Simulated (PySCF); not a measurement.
NTi (SMILES [N]#[Ti]), doublet, geometry from GFN2-xTB (such geometries of metal compounds can be far from the true shape); B97M-V/aug-cc-pVDZ run with PySCF.

The PySCF input:
```python
from pyscf import gto, scf, dft

mol = gto.M(
    atom='''
Ti   -0.000000   -0.000000   -0.413706
N     0.000000    0.000000    1.300220
''',
    basis='aug-cc-pvdz',
    charge=0,
    spin=1,
    verbose=4,
)

mf = dft.UKS(mol)
mf.xc = 'b97m_v'
mf.kernel()
```

Problem. Predict the main parts of the log of this PySCF run.

Solution. 
```
PySCF version 2.14.0

[INPUT] verbose = 4
[INPUT] num. atoms = 2
[INPUT] num. electrons = 29
[INPUT] charge = 0
[INPUT] spin (= nelec alpha-beta = 2S) = 1
[INPUT] symmetry False subgroup None
[INPUT] Mole.unit = angstrom
[INPUT] Symbol           X                Y                Z      unit          X                Y                Z       unit  Magmom
[INPUT]  1 Ti     0.000000000000   0.000000000000  -0.413706000000 AA    0.000000000000   0.000000000000  -0.781791036089 Bohr   0.0
[INPUT]  2 N      0.000000000000   0.000000000000   1.300220000000 AA    0.000000000000   0.000000000000   2.457059701682 Bohr   0.0

nuclear repulsion = 47.5477298796331
number of shells = 19
number of NR pGTOs = 173
number of NR cGTOs = 82
basis = aug-cc-pvdz
ecp = {}

******** <class 'pyscf.dft.uks.UKS'> ********
method = UKS
initial guess = minao
damping factor = 0
level_shift factor = 0
DIIS = <class 'pyscf.scf.diis.CDIIS'>
diis_start_cycle = 1
diis_space = 8
diis_damp = 0
SCF conv_tol = 1e-09
SCF conv_tol_grad = None
SCF max_cycles = 50
direct_scf = True
direct_scf_tol = 1e-13
number electrons alpha = 15  beta = 14
XC library pyscf.dft.libxc version 7.1.2
    S. Lehtola, C. Steigemann, M. J. T. Oliveira, and M. A. L. Marques,  SoftwareX 7, 1–5 (2018)
XC functionals = b97m_v
    N. Mardirossian and M. Head-Gordon,  J. Chem. Phys. 142, 074111 (2015)
radial grids:
    Treutler-Ahlrichs [JCP 102, 346 (1995); DOI:10.1063/1.469408] (M4) radial grids

becke partition: Becke, JCP 88, 2547 (1988); DOI:10.1063/1.454033
pruning grids: <function nwchem_prune>
grids dens level: 3
symmetrized grids: False
atomic radii adjust function: <function treutler_atomic_radii_adjust>
** Following is NLC and NLC Grids **
NLC functional = b97m_v
radial grids:
    Treutler-Ahlrichs [JCP 102, 346 (1995); DOI:10.1063/1.469408] (M4) radial grids

becke partition: Becke, JCP 88, 2547 (1988); DOI:10.1063/1.454033
pruning grids: <function nwchem_prune>
grids dens level: 3
symmetrized grids: False
atomic radii adjust function: <function treutler_atomic_radii_adjust>
small_rho_cutoff = 0
Set gradient conv threshold to 3.16228e-05
tot grids = 34808
tot grids = 34808
init E= -903.73884567816

cycle= 1 E= -903.630044996257  delta_E= 0.109  |g|= 0.713  |ddm|= 2.73
cycle= 2 E= -898.48835580135  delta_E= 5.14  |g|= 2.41  |ddm|= 3.47
cycle= 3 E= -903.715183758462  delta_E= -5.23  |g|= 0.517  |ddm|= 2.93
cycle= 4 E= -903.412531734941  delta_E= 0.303  |g|= 1.12  |ddm|= 3.31
cycle= 5 E= -903.80404705847  delta_E= -0.392  |g|= 0.443  |ddm|= 1.78
cycle= 6 E= -903.857735431789  delta_E= -0.0537  |g|= 0.229  |ddm|= 1.25
cycle= 7 E= -903.869639880769  delta_E= -0.0119  |g|= 0.196  |ddm|= 0.259
cycle= 8 E= -903.870921054497  delta_E= -0.00128  |g|= 0.194  |ddm|= 1.22
cycle= 9 E= -903.875665571799  delta_E= -0.00474  |g|= 0.178  |ddm|= 1.22
cycle= 10 E= -903.876445293656  delta_E= -0.00078  |g|= 0.17  |ddm|= 0.08
cycle= 11 E= -903.87431165884  delta_E= 0.00213  |g|= 0.165  |ddm|= 1.21
cycle= 12 E= -903.874435616805  delta_E= -0.000124  |g|= 0.164  |ddm|= 0.0175
cycle= 13 E= -903.877832277073  delta_E= -0.0034  |g|= 0.167  |ddm|= 1.25
cycle= 14 E= -903.867970390918  delta_E= 0.00986  |g|= 0.199  |ddm|= 1.26
cycle= 15 E= -903.84627772262  delta_E= 0.0217  |g|= 0.281  |ddm|=  1.3
cycle= 16 E= -903.875265726372  delta_E= -0.029  |g|= 0.18  |ddm|= 0.705
cycle= 17 E= -903.876540776799  delta_E= -0.00128  |g|= 0.175  |ddm|= 0.0603
cycle= 18 E= -903.876023086434  delta_E= 0.000518  |g|= 0.174  |ddm|= 0.0727
cycle= 19 E= -903.871959136355  delta_E= 0.00406  |g|= 0.196  |ddm|= 0.199
cycle= 20 E= -903.857406263765  delta_E= 0.0146  |g|= 0.251  |ddm|= 1.29
cycle= 21 E= -903.844983164546  delta_E= 0.0124  |g|= 0.299  |ddm|= 0.219
cycle= 22 E= -903.870815383567  delta_E= -0.0258  |g|= 0.185  |ddm|= 0.375
cycle= 23 E= -903.87049277788  delta_E= 0.000323  |g|= 0.186  |ddm|= 0.0276
cycle= 24 E= -903.876424941932  delta_E= -0.00593  |g|= 0.173  |ddm|= 1.24
cycle= 25 E= -903.850818147087  delta_E= 0.0256  |g|= 0.265  |ddm|= 0.591
cycle= 26 E= -903.878100461517  delta_E= -0.0273  |g|= 0.166  |ddm|= 0.739
cycle= 27 E= -903.879384893237  delta_E= -0.00128  |g|= 0.153  |ddm|= 0.0944
cycle= 28 E= -903.880904545136  delta_E= -0.00152  |g|= 0.146  |ddm|= 0.0642
cycle= 29 E= -903.883379368464  delta_E= -0.00247  |g|= 0.129  |ddm|= 0.14
cycle= 30 E= -903.851929737068  delta_E= 0.0314  |g|= 0.27  |ddm|= 1.34
cycle= 31 E= -903.850289125713  delta_E= 0.00164  |g|= 0.276  |ddm|= 0.0251
cycle= 32 E= -903.844147856562  delta_E= 0.00614  |g|=  0.3  |ddm|= 0.0987
cycle= 33 E= -903.845620690751  delta_E= -0.00147  |g|= 0.294  |ddm|= 0.0262
cycle= 34 E= -903.856560799221  delta_E= -0.0109  |g|= 0.25  |ddm|= 0.355
cycle= 35 E= -903.882497372514  delta_E= -0.0259  |g|= 0.155  |ddm|= 0.541
cycle= 36 E= -903.887128369787  delta_E= -0.00463  |g|= 0.121  |ddm|= 0.609
cycle= 37 E= -903.889375530217  delta_E= -0.00225  |g|= 0.104  |ddm|= 0.175
cycle= 38 E= -903.888025238926  delta_E= 0.00135  |g|= 0.118  |ddm|= 0.0999
cycle= 39 E= -903.889112999259  delta_E= -0.00109  |g|= 0.108  |ddm|= 0.094
cycle= 40 E= -903.895254841967  delta_E= -0.00614  |g|= 0.0199  |ddm|= 0.296
cycle= 41 E= -903.895491133097  delta_E= -0.000236  |g|= 0.0134  |ddm|= 0.127
cycle= 42 E= -903.895583019973  delta_E= -9.19e-05  |g|= 0.0111  |ddm|= 0.0601
cycle= 43 E= -903.895671714875  delta_E= -8.87e-05  |g|= 0.00174  |ddm|= 0.0516
cycle= 44 E= -903.895686933733  delta_E= -1.52e-05  |g|= 0.0017  |ddm|= 0.019
cycle= 45 E= -903.895688324712  delta_E= -1.39e-06  |g|= 0.00174  |ddm|= 0.00742
cycle= 46 E= -903.895690623375  delta_E= -2.3e-06  |g|= 0.000428  |ddm|= 0.00938
cycle= 47 E= -903.895690731899  delta_E= -1.09e-07  |g|= 0.000138  |ddm|= 0.00138
cycle= 48 E= -903.895690736801  delta_E= -4.9e-09  |g|= 0.000114  |ddm|= 0.000937
cycle= 49 E= -903.895690744946  delta_E= -8.14e-09  |g|= 2.99e-05  |ddm|= 0.000757
cycle= 50 E= -903.895690745397  delta_E= -4.51e-10  |g|= 1.28e-05  |ddm|= 8.55e-05
Extra cycle  E= -903.89569073878  delta_E= 6.62e-09  |g|= 0.000116  |ddm|= 0.000277
converged SCF energy = -903.89569073878  <S^2> = 0.82918128  2S+1 = 2.077673
```
